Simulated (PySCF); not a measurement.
r2SCAN on S⁻ (sulfur, charge -1), [Ne] 3s2 3p5, 2P determinant. Calculation: PySCF 2.14, in aug-cc-pVQZ-DK; scalar relativity by spin-free X2C-1e.

```
cycle= 1 E= -399.258986713154  delta_E= -0.0066  |g|= 0.0204  |ddm|= 0.41
cycle= 2 E= -399.25915313848  delta_E= -0.000166  |g|= 0.00963  |ddm|= 0.0976
cycle= 3 E= -399.25918019585  delta_E= -2.71e-05  |g|= 0.00937  |ddm|= 0.0406
cycle= 4 E= -399.259237774666  delta_E= -5.76e-05  |g|= 0.000929  |ddm|= 0.0253
cycle= 5 E= -399.259239431718  delta_E= -1.66e-06  |g|= 0.000142  |ddm|= 0.00405
cycle= 6 E= -399.259239515537  delta_E= -8.38e-08  |g|= 3.33e-05  |ddm|= 0.00115
cycle= 7 E= -399.2592395187  delta_E= -3.16e-09  |g|= 2.75e-06  |ddm|= 0.000243
cycle= 8 E= -399.259239518715  delta_E= -1.49e-11  |g|= 2.65e-07  |ddm|= 1.7e-05
converged SCF energy = -399.259239518715  <S^2> = 0.75862029  2S+1 = 2.0086018
```

Highest occupied orbital energy: 0.970 eV; ⟨L²⟩ = 2.04; populations by l: s 6.00, p 11.00, d 0.00, f 0.00.

(1) Can this result be used?

Results:

(1) With care. The run converged. At r2SCAN the highest occupied level has a positive energy, so only the finite basis holds that electron; in a semilocal or global hybrid functional this comes from self-interaction and does not mean that the real anion is unbound.
